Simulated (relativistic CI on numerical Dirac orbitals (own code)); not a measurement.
# Crystal-field levels of Rh3+, 4d6

Calculated by Dirac-Coulomb-Breit CI, orbitals from a KLI potential per configuration, model QED (radiative potential, 1s self-energy scaled to tabulated hydrogen-like ionisation energies), valence Slater integrals scaled by 0.65, one configuration in a parametric crystal field (own radial code).

Field parameters in Wybourne normalisation: Td as Oh with Dq negative (B⁴₀ = 21Dq, B⁴₄ = √(5/14) B⁴₀). The field is a parameter set, without covalency.

S is read from ⟨S²⟩ = S(S + 1).

Levels (cm⁻¹, degeneracy): 0 (1), 128 (3), 129 (2), 444 (3), 850 (1), 4008 (3), 4390 (2), 5515 (3), 5741 (1), 9604 (3), 10430 (2), 10961 (3).

Which field gives this pattern?
A. Td, 10Dq = -4800 cm⁻¹
B. Td, 10Dq = -17550 cm⁻¹
C. Td, 10Dq = -11150 cm⁻¹
D. Td, 10Dq = -15400 cm⁻¹

C. Td, 10Dq = -11150 cm⁻¹, ground level with S = 1.91.
